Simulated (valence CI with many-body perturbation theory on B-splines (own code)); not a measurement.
Ti6+: electric-dipole lines

Method: relativistic CI+MBPT: six valence electrons over a frozen Dirac-Fock core [Ne], radial functions for each j: 9 s, 9 p, 8 d, 6 f, 3 g, 1 h, with the one-electron correlation potential Σ1, the two-electron term Σ2, the three-electron term Σ3, Breit, model QED; selected CI, second order for the rest, scaled by the run's own slope (own B-spline code, finite nucleus).

Against 8 measured levels this calculation errs by 100 cm⁻¹ on average and by 162 at most. These come from a selection out of Corliss and Sugar, J. Phys. Chem. Ref. Data 8, 1 (1979). Levels without a partner in it may be off by more. Among the levels kept, up to 920 cm⁻¹ of a level comes from second order outside the variational space, and about a tenth of that is noise between levels of different J, which matters for small intervals.

Lines 1 to 50 of 69 in falling wavelength, among levels below 351300 cm⁻¹, chosen from the strongest by gf and those to the six lowest levels. Wavelengths and rates use the calculated energies, so an error of 100 cm⁻¹ moves a line at 58.20 nm by 0.058 % and its rate by three times that or more. Electric multipoles are in the length gauge, E1 and E2 with the static RPA response of the core. Weak lines are less certain than strong ones. Lines between different terms over intervals too small for the method are left out, as are lines whose strength nearly cancels. The highest levels of a list are the least certain.

Names give the largest LS component (configuration and term), which can be under half, so a name can repeat, a term be missing and a line seem to break the LS rules; names also repeat where a configuration has a term twice. Letters in brackets count levels of one name in rising energy.

```csv
λ vac (nm),λ from measured levels,Upper,Lower,A (s⁻¹),S (a.u.)
69.07,,3s.3p5 3P°_1,3s2.3p4 1S_0,1.75e+06,8.54e-04
58.20,58.09,3s.3p5 3P°_2,3s2.3p4 1D_2,1.19e+07,5.77e-03
56.94,56.84,3s.3p5 3P°_1,3s2.3p4 1D_2,4.86e+04,1.33e-05
52.20,52.16,3s.3p5 3P°_2,3s2.3p4 3P_1,3.49e+08,1.23e-01
51.55,51.50,3s.3p5 3P°_1,3s2.3p4 3P_0,4.77e+08,9.67e-02
51.19,51.14,3s.3p5 3P°_1,3s2.3p4 3P_1,3.67e+08,7.29e-02
51.00,,3s.3p5 1P°_1,3s2.3p4 1S_0,9.07e+07,1.78e-02
50.99,50.95,3s.3p5 3P°_2,3s2.3p4 3P_2,1.09e+09,3.58e-01
50.63,50.59,3s.3p5 3P°_0,3s2.3p4 3P_1,1.50e+09,9.62e-02
50.02,49.99,3s.3p5 3P°_1,3s2.3p4 3P_2,6.52e+08,1.21e-01
46.92,,3s2.3p3.3d 5D°_1,3s2.3p4 1S_0,1.49e+03,2.27e-07
44.06,44.04,3s.3p5 1P°_1,3s2.3p4 1D_2,3.93e+09,4.97e-01
42.79,,3s2.3p3.3d 3D°_1 [a],3s2.3p4 1S_0,2.93e+05,3.40e-05
40.99,,3s2.3p3.3d 5D°_1,3s2.3p4 1D_2,1.55e+04,1.58e-06
40.97,,3s2.3p3.3d 5D°_2,3s2.3p4 1D_2,4.04e+04,6.85e-06
40.95,,3s2.3p3.3d 5D°_3,3s2.3p4 1D_2,1.22e+04,2.89e-06
40.76,40.76,3s.3p5 1P°_1,3s2.3p4 3P_0,1.88e+05,1.89e-05
40.54,40.54,3s.3p5 1P°_1,3s2.3p4 3P_1,2.36e+06,2.33e-04
39.81,39.81,3s.3p5 1P°_1,3s2.3p4 3P_2,5.25e+07,4.91e-03
38.12,,3s2.3p3.3d 5D°_1,3s2.3p4 3P_0,1.78e+06,1.46e-04
37.93,,3s2.3p3.3d 5D°_0,3s2.3p4 3P_1,1.91e+07,5.14e-04
37.92,,3s2.3p3.3d 3D°_2 [a],3s2.3p4 1D_2,9.37e+05,1.26e-04
37.92,,3s2.3p3.3d 5D°_1,3s2.3p4 3P_1,6.57e+06,5.30e-04
37.91,,3s2.3p3.3d 5D°_2,3s2.3p4 3P_1,3.79e+04,5.09e-06
37.88,,3s2.3p3.3d 3D°_3 [a],3s2.3p4 1D_2,1.63e+05,3.05e-05
37.80,,3s2.3p3.3d 3D°_1 [a],3s2.3p4 1D_2,3.88e+05,3.10e-05
37.28,,3s2.3p3.3d 5D°_1,3s2.3p4 3P_2,8.39e+06,6.44e-04
37.27,,3s2.3p3.3d 5D°_2,3s2.3p4 3P_2,1.11e+07,1.42e-03
37.25,,3s2.3p3.3d 5D°_3,3s2.3p4 3P_2,4.52e+06,8.06e-04
36.93,,3s2.3p3.3d 3F°_2 [a],3s2.3p4 1D_2,4.55e+05,5.65e-05
36.74,,3s2.3p3.3d 3F°_3 [a],3s2.3p4 1D_2,3.37e+06,5.77e-04
35.34,,3s2.3p3.3d 3D°_1 [a],3s2.3p4 3P_0,7.72e+05,5.05e-05
35.17,,3s2.3p3.3d 3D°_1 [a],3s2.3p4 3P_1,7.20e+06,4.64e-04
35.11,,3s2.3p3.3d 3D°_1 [b],3s2.3p4 1S_0,1.01e+07,6.44e-04
35.06,,3s2.3p3.3d 3P°_1,3s2.3p4 1S_0,4.34e+06,2.77e-04
34.72,,3s2.3p3.3d 3D°_2 [a],3s2.3p4 3P_2,1.23e+07,1.27e-03
34.69,,3s2.3p3.3d 3D°_3 [a],3s2.3p4 3P_2,1.89e+05,2.73e-05
34.62,,3s2.3p3.3d 3D°_1 [a],3s2.3p4 3P_2,3.70e+06,2.27e-04
34.54,,3s2.3p3.3d 3G°_3,3s2.3p4 1D_2,1.35e+07,1.93e-03
34.42,,3s2.3p3.3d 3F°_2 [a],3s2.3p4 3P_1,4.95e+05,4.98e-05
34.41,,3s2.3p3.3d 1S°_0,3s2.3p4 3P_1,1.39e+07,2.79e-04
33.89,,3s2.3p3.3d 3F°_2 [a],3s2.3p4 3P_2,1.68e+06,1.61e-04
33.73,,3s2.3p3.3d 3F°_3 [a],3s2.3p4 3P_2,2.94e+06,3.90e-04
33.21,33.21,3s2.3p3.3d 1D°_2,3s2.3p4 1D_2,6.70e+08,6.06e-02
31.87,,3s2.3p3.3d 3G°_3,3s2.3p4 3P_2,2.19e+06,2.45e-04
31.84,,3s2.3p3.3d 3F°_3 [b],3s2.3p4 1D_2,9.02e+06,1.01e-03
31.77,,3s2.3p3.3d 3F°_2 [b],3s2.3p4 1D_2,2.78e+07,2.20e-03
31.68,,3s2.3p3.3d 3D°_1 [b],3s2.3p4 1D_2,7.85e+07,3.69e-03
31.64,,3s2.3p3.3d 3P°_1,3s2.3p4 1D_2,3.94e+07,1.85e-03
31.42,,3s2.3p3.3d 3D°_2 [b],3s2.3p4 1D_2,1.61e+07,1.23e-03
```
